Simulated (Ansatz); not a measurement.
`CC(C)[NH][Hf]([OH])([F])[N](C)C`. The species carries charge 0 and has multiplicity 1. Hf takes the def2 core potential. The geometry is a stationary point of PBE0-D4/def2-TZVP. It is one conformer, not always the lowest.

```xyz
25

C     0.753    2.752   -0.201
C     0.382    1.841   -1.360
C    -0.846    2.365   -2.092
N     0.175    0.492   -0.866
Hf    0.305   -0.186    1.058
O    -1.066    0.534    2.223
F     2.099    0.158    1.709
N     0.004   -2.181    0.887
C     1.069   -2.977    0.323
C    -1.124   -2.973    1.307
H     1.661    2.405    0.304
H     0.937    3.772   -0.542
H    -0.064    2.795    0.530
H     1.225    1.850   -2.068
H    -1.701    2.409   -1.411
H    -0.670    3.366   -2.497
H    -1.113    1.708   -2.924
H    -0.096   -0.133   -1.614
H    -1.733    1.166    2.472
H     1.922   -2.349    0.035
H     1.444   -3.724    1.037
H     0.742   -3.513   -0.580
H    -1.574   -3.515    0.462
H    -0.835   -3.724    2.058
H    -1.896   -2.340    1.749
```

**Question.** What is the dipole moment at PBE/def2-TZVPP? (Estimate.)

**Answer.** Computed: 2.30 D, with components (-1.93, -0.02, -1.25) D in this frame, pointing from negative to positive charge.

**Question.** And with r2SCAN, B3LYP, ωB97M-V? (Estimate.)

**Answer.** Computed: r2SCAN 2.35 D, B3LYP 2.36 D, ωB97M-V 2.32 D.

**Question.** Give the Mulliken charges with PBE, ωB97M-V, r2SCAN in def2-TZVPP. (An estimate is asked.)

**Answer.** Computed: 
```csv
atom,PBE,ωB97M-V,r2SCAN
C1,-0.28,-0.39,-0.22
C2,0.16,0.09,0.26
C3,-0.25,-0.29,-0.15
N4,-0.31,-0.34,-0.43
Hf5,0.65,0.81,0.90
O6,-0.38,-0.40,-0.47
F7,-0.33,-0.36,-0.38
N8,-0.21,-0.30,-0.32
C9,-0.16,-0.22,-0.02
C10,-0.16,-0.21,-0.03
H11,0.11,0.14,0.08
H12,0.08,0.11,0.04
H13,0.07,0.11,0.05
H14,0.05,0.09,0.00
H15,0.07,0.10,0.04
H16,0.07,0.09,0.03
H17,0.07,0.09,0.03
H18,0.12,0.09,0.13
H19,0.17,0.15,0.18
H20,0.09,0.10,0.05
H21,0.08,0.11,0.05
H22,0.08,0.11,0.04
H23,0.08,0.11,0.04
H24,0.08,0.11,0.04
H25,0.08,0.10,0.04
```

B3LYP here is the variant with VWN-RPA as its local correlation; programs differ in this.
